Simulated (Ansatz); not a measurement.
C6H16BN (`BN(CC)C(C)(C)C`), one more setting.

```yaml
crystal:
  periodic: [false, false, false]
  atoms:
    - {symbol: B, position_ang: [-1.038417, -1.678295, 0.679910]}
    - {symbol: N, position_ang: [-0.158588, -0.639398, 0.411343]}
    - {symbol: C, position_ang: [0.728089, -0.197193, 1.492485]}
    - {symbol: C, position_ang: [0.028558, 0.659388, 2.532014]}
    - {symbol: C, position_ang: [0.001939, 0.053795, -0.884664]}
    - {symbol: C, position_ang: [1.362718, -0.303895, -1.487152]}
    - {symbol: C, position_ang: [-0.099544, 1.568486, -0.697183]}
    - {symbol: C, position_ang: [-1.078725, -0.369706, -1.868570]}
    - {symbol: H, position_ang: [-1.002865, -2.162277, 1.777136]}
    - {symbol: H, position_ang: [-1.807545, -2.092735, -0.130862]}
    - {symbol: H, position_ang: [1.145215, -1.082157, 1.977539]}
    - {symbol: H, position_ang: [1.575033, 0.348034, 1.072387]}
    - {symbol: H, position_ang: [0.727483, 0.946700, 3.322188]}
    - {symbol: H, position_ang: [-0.792171, 0.102889, 2.988957]}
    - {symbol: H, position_ang: [-0.383152, 1.569721, 2.093138]}
    - {symbol: H, position_ang: [2.192360, 0.005905, -0.848955]}
    - {symbol: H, position_ang: [1.488856, 0.191001, -2.452848]}
    - {symbol: H, position_ang: [1.434721, -1.382670, -1.640556]}
    - {symbol: H, position_ang: [-1.075037, 1.840911, -0.288623]}
    - {symbol: H, position_ang: [0.016788, 2.066037, -1.662310]}
    - {symbol: H, position_ang: [0.673898, 1.958584, -0.033448]}
    - {symbol: H, position_ang: [-0.947083, 0.191166, -2.796256]}
    - {symbol: H, position_ang: [-1.020688, -1.432914, -2.102883]}
    - {symbol: H, position_ang: [-2.076839, -0.161574, -1.479288]}
basis:
  gaussian: {orbitals: ANO-RCC-VTZP}
magnetization: {spin_polarized: false, initial_magnetization: 2}
hamiltonian: {xc: {name: CAM-B3LYP}, dispersion: d4, pseudopotentials: {relativity: scalar}}
```

```sh
$ ansatz run in.yaml --threads 4 --pin off --events-out ev --progress --plain --max-ram 66560MiB --backend cuda --devices 0, --max-vram 37GiB
```

Shortened log:

```
Functional definition: CAM-B3LYP
2719 factors; their error is unknown
912 factors; integrals over basis functions are off by at most 1.0e-5 eV
mean field evaluation 1: about -8635.9494 eV, gradient 6.9e1 eV
mean field evaluation 2: about -8634.0477 eV, gradient 6.6e1 eV
mean field evaluation 4: about -8646.8391 eV, gradient 6.3e0 eV
mean field evaluation 8: about -8647.2150 eV, gradient 2.1e-1 eV
mean field evaluation 16: about -8647.1667 eV, gradient 3.3e-3 eV
mean field -8647.16674817 eV, -317.7775167351 hartree, gradient 4.5e-5 eV, S^2 2.000000; 2 other end points of the search recorded, 0 dependent functions left out
reference -8647.16696675 eV, -317.7775247680 hartree; 33, 31 occupied and 431, 433 virtual orbitals, 2719 factors
Total energy: -8647.69008159 eV, -317.7967488835 hartree
Relativity: scalar
```

Hardware: 4 threads of an AMD EPYC 7R13 on a shared host and a share of an NVIDIA H100 80 GB. Wall time 14 s, peak host memory 1.5 GiB.
